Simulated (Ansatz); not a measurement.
The cluster Si₇. Charge 0, multiplicity 1. Geometry r2SCAN-D4/def2-SVP; atoms count from 1.

```xyz
7

Si    0.7997   -1.6754    1.2221
Si    1.5696    0.2273    0.3485
Si    2.1566    2.1441   -0.5885
Si   -2.2243    0.8890   -1.2008
Si   -0.0789    1.5030   -0.8997
Si   -0.9377   -0.5383    0.0262
Si   -1.2850   -2.5496    1.0921
```

The restricted singlet is unstable towards broken spin symmetry in Hartree–Fock (as tested in another run); at PBE0-D4/def2-TZVP this wasn't settled. Another isomer (singlet) lies 2.49 eV lower at PBE0-D4/def2-TZVP; other spin states weren't run for this one.

(1) Estimate the Mulliken populations from the PBE0/def2-TZVP orbitals of Ansatz.

(2) And the Mayer bond orders between heavy atoms (over 0.3)?

## Answers

(1) 
```
atom  charge (e)
 Si1       -0.07
 Si2        0.04
 Si3       -0.05
 Si4       -0.09
 Si5        0.04
 Si6        0.12
 Si7        0.01
```
Mulliken values depend strongly on the basis.

(2) Si1–Si2 1.13 (2.23 Å); Si1–Si6 0.75 (2.40 Å); Si1–Si7 1.31 (2.26 Å); Si2–Si3 1.48 (2.21 Å); Si2–Si5 0.64 (2.43 Å); Si2–Si6 0.38 (2.64 Å); Si3–Si5 1.00 (2.35 Å); Si4–Si5 1.31 (2.25 Å); Si4–Si6 1.18 (2.28 Å); Si5–Si6 0.70 (2.40 Å); Si6–Si7 1.03 (2.30 Å).
